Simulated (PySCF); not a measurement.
# Spinor energies of Os³⁺ (osmium, charge +3)

Start: [Xe] 4f14 5d4 6s1; 5d5/2 filled at m_j = -1/2, +1/2, +3/2, +5/2; 6s1/2 filled at m_j = +1/2. Calculated with PySCF 2.14 in x2c-TZVPall-2c with one added diffuse shell each of s, p, d type (12s12p11d2f, 117 functions): generalised Hartree-Fock with the X2C-1e Hamiltonian and a Gaussian nucleus; spin-orbit coupling (SO) screened by Boettger's factors. This is a chosen level, not necessarily the ground level.

```json
{"spinor shell": "1s1/2", "electrons": "2", "ε, screened SO (eV)": "-74290.1", "weight of nominal j (screened SO)": "1.000", "rms radius, screened SO (bohr)": "0.0201"}
{"spinor shell": "2s1/2", "electrons": "2", "ε, screened SO (eV)": "-13110.5", "weight of nominal j (screened SO)": "1.000", "rms radius, screened SO (bohr)": "0.0809"}
{"spinor shell": "2p1/2", "electrons": "2", "ε, screened SO (eV)": "-12531.4", "weight of nominal j (screened SO)": "1.000", "rms radius, screened SO (bohr)": "0.0687"}
{"spinor shell": "2p3/2", "electrons": "4", "ε, screened SO (eV)": "-10994.5", "weight of nominal j (screened SO)": "1.000", "rms radius, screened SO (bohr)": "0.0764"}
{"spinor shell": "3s1/2", "electrons": "2", "ε, screened SO (eV)": "-3142.4", "weight of nominal j (screened SO)": "1.000", "rms radius, screened SO (bohr)": "0.207"}
{"spinor shell": "3p1/2", "electrons": "2", "ε, screened SO (eV)": "-2884.0", "weight of nominal j (screened SO)": "1.000", "rms radius, screened SO (bohr)": "0.198"}
{"spinor shell": "3p3/2", "electrons": "4", "ε, screened SO (eV)": "-2543.4", "weight of nominal j (screened SO)": "1.000", "rms radius, screened SO (bohr)": "0.214"}
{"spinor shell": "3d3/2", "electrons": "4", "ε, screened SO (eV)": "-2115.7", "weight of nominal j (screened SO)": "1.000", "rms radius, screened SO (bohr)": "0.188"}
{"spinor shell": "4s1/2", "electrons": "2", "ε, screened SO (eV)": "-725.06", "weight of nominal j (screened SO)": "1.000", "rms radius, screened SO (bohr)": "0.459"}
{"spinor shell": "4p1/2", "electrons": "2", "ε, screened SO (eV)": "-615.39", "weight of nominal j (screened SO)": "1.000", "rms radius, screened SO (bohr)": "0.466"}
{"spinor shell": "4p3/2", "electrons": "4", "ε, screened SO (eV)": "-534.43", "weight of nominal j (screened SO)": "1.000", "rms radius, screened SO (bohr)": "0.499"}
{"spinor shell": "4d3/2", "electrons": "4", "ε, screened SO (eV)": "-354.13", "weight of nominal j (screened SO)": "0.999", "rms radius, screened SO (bohr)": "0.519"}
{"spinor shell": "4d5/2", "electrons": "6", "ε, screened SO (eV)": "-338.63", "weight of nominal j (screened SO)": "0.999", "rms radius, screened SO (bohr)": "0.531"}
{"spinor shell": "5s1/2", "electrons": "2", "ε, screened SO (eV)": "-142.66", "weight of nominal j (screened SO)": "1.000", "rms radius, screened SO (bohr)": "1.07"}
{"spinor shell": "4f5/2", "electrons": "6", "ε, screened SO (eV)": "-107.93", "weight of nominal j (screened SO)": "0.973", "rms radius, screened SO (bohr)": "0.617"}
{"spinor shell": "5p1/2", "electrons": "2", "ε, screened SO (eV)": "-106.36", "weight of nominal j (screened SO)": "0.913", "rms radius, screened SO (bohr)": "1.16"}
{"spinor shell": "4f7/2", "electrons": "8", "ε, screened SO (eV)": "-105.05", "weight of nominal j (screened SO)": "0.988", "rms radius, screened SO (bohr)": "0.609"}
{"spinor shell": "5p3/2", "electrons": "4", "ε, screened SO (eV)": "-91.718", "weight of nominal j (screened SO)": "0.973", "rms radius, screened SO (bohr)": "1.26"}
{"spinor shell": "5d5/2", "electrons": "4", "ε, screened SO (eV)": "-45.922", "weight of nominal j (screened SO)": "0.565", "rms radius, screened SO (bohr)": "1.67"}
{"spinor shell": "6s1/2", "electrons": "1", "ε, screened SO (eV)": "-35.330", "weight of nominal j (screened SO)": "0.998", "rms radius, screened SO (bohr)": "2.73"}
```

(1) Where does 3d5/2 lie, and what is the 3d spin-orbit splitting (screened SO)?

```tsv
quantity	screened SO
E (hartree)	-17261.71632
M_J	9/2
⟨J²⟩	24.792
⟨L²⟩	6.871
⟨S²⟩	8.342
```

Each row is a mean over spinors that exchange with the open shell spreads, by up to 8.668 eV (5p3/2).

Rows whose weight is well below 1 are mixtures of j = l ± 1/2: exchange outweighs spin-orbit coupling there, and the label is only the starting occupation.

Breit and QED terms are absent; they matter most for the inner s and p1/2 levels.

Densities and radii are taken from the X2C orbitals without a picture-change correction, which distorts them close to the nucleus.

Results:

(1) At -2042.4 eV, 73.299 eV above 3d3/2.
